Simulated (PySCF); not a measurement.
F₂HOSTa, SMILES [OH][Ta]([F])([F])=[S], multiplicity 1.

The structure is a stationary point at PBE0-D3(BJ)/def2-SVP. The multiplicity is an assumed one; other spin states were not compared. The def2 effective core potentials stand for the cores of Ta; spin–orbit coupling is left out. One conformer was computed; it need not be the lowest.

Level of theory: PBE/def2-TZVP (PySCF).

Symmetry labels are those of the subgroup Cs that the program uses (full group Cs).

Q: List the valence orbital energies around the gap with their symmetry. (An estimate is asked for; the answer gives what the named calculation found.)

A: 
```csv
orbital,symmetry,energy (eV)
HOMO−7,A",-11.03
HOMO−6,A',-10.75
HOMO−5,A",-10.39
HOMO−4,A',-9.49
HOMO−3,A",-9.23
HOMO−2,A',-7.74
HOMO−1,A',-6.86
HOMO,A",-6.77
LUMO,A',-2.61
LUMO+1,A",-2.38
LUMO+2,A',-1.56
LUMO+3,A',-1.42
```
